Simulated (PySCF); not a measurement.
Species: C₇H₇FOP (charge +1).
Numbering: `[CH3:1][C:2]1=[C:3]([F:4])[P@H+:5]1[c:6]1[cH:7][cH:8][cH:9][o:10]1`

NICS is the negative of the GIAO shielding at a point without a nucleus: at the ring centre (0) and 1 Å above and below it (1); zz is the component along the ring normal. Level: GIAO PBE0/pcSseg-1 (PySCF, non-relativistic, gas phase) on the GFN2-xTB geometry, one conformer.

Ring bond lengths (Å), with Mayer bond orders in brackets: C2–C3 1.340 (1.49), C3–P5 1.783 (1.07), P5–C2 1.816 (0.93); C6–C7 1.378 (1.41), C7–C8 1.407 (1.33), C8–C9 1.368 (1.54), C9–O10 1.333 (1.11), O10–C6 1.354 (1.02).

Question: What do the NICS probes read (ppm)?

Answer: 
```json
{"ring": "C2–C3–P5", "type": "3-membered ring with P; formal bonds 1 double, 2 single", "NICS(0)": "-24.4", "NICS(1), two faces": "-6.9 / -8.6", "NICS(1)zz, two faces": "-9.6 / -12.3", "rms pucker (Å)": "0.00", "centre to ring atoms, mean (Å)": "0.95"}
{"ring": "C6–C7–C8–C9–O10", "type": "5-membered ring with O; formal bonds all aromatic", "NICS(0)": "-11.6", "NICS(1), two faces": "-10.5 / -10.5", "NICS(1)zz, two faces": "-26.1 / -26.1", "rms pucker (Å)": "0.00", "centre to ring atoms, mean (Å)": "1.16"}
```

Question: What can be read from them?

Answer: 
- C2–C3–P5: mean NICS(1)zz -10.9 ppm, shielded. P5 has four or more neighbours, and the NICS criterion for π rings isn't applied. NICS(0) lies 17 ppm below the mean NICS(1).
- C6–C7–C8–C9–O10: mean NICS(1)zz -26.1 ppm, shielded, aromatic by this magnetic criterion (flat ring, no four-coordinate atom).

Question: What does the geometric index give? HOMA takes Krygowski's 1993 parameters.

Answer: 
- C6–C7–C8–C9–O10: HOMA 0.56; the largest term is that of O10–C6, α(R − Ropt)² = 1.24.

Question: At the first NICS(1) probe listed for ring C2–C3–P5, 1 Å off the ring, how large is the induced field along the normal in 7.05 T applied along it?

Answer: NICSzz × B0 = -9.6 ppm × 7.05 T = -68 μT, against the applied field.

Question: List the ring angles and the Hirshfeld charges of the ring atoms.

Answer: 
- C2–C3–P5: C2 66.8° (+0.023 e), C3 69.5° (+0.090 e), P5 43.7° (+0.410 e); sum 180.0° against 180° for a flat convex ring.
- C6–C7–C8–C9–O10: C6 110.7° (-0.008 e), C7 105.2° (-0.027 e), C8 106.4° (-0.045 e), C9 111.0° (+0.076 e), O10 106.6° (-0.041 e); sum 540.0° against 540° for a flat convex ring.

Rough CPU time on one thread of a shared machine: about 2.1 min (with the writing of density and orbital grids). This is the whole shielding run at PBE0/pcSseg-1, SCF included.

Conformer computed: `[CH3:1][C:2]1=[C:3]([F:4])[P@H+:5]1[c:6]1[cH:7][cH:8][cH:9][o:10]1`: C3–P5–C6–C7 -150°.
